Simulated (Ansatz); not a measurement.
**CaF, doublet: energies of several shapes or isomers**

Program: Ansatz, Gaussian basis, development build. Basis def2-SVP, nonrelativistic, 10 orbitals frozen in the corrections; active space CAS(9,8). Restricted Hartree–Fock, then the lowest state-specific CASSCF solution met for each case. The basis is small, far from the limit. Single-reference values can break down or jump between states where bonds are stretched. Solutions in different active orbitals can move differences by tenths of an eV and at times more than 1 eV.

Case A: bond length 1.9670 Å.

Case B: bond length 3.9340 Å. A bond is stretched, to 1.69 times the sum of the covalent radii.

Energy less that of case A, in eV:

| case | RHF/ROHF |
| --- | --- |
| B | +4.191 |

Question: What does SC-NEVPT2 give for these differences?

Answer: B: +4.803 eV (110.8 kcal/mol).
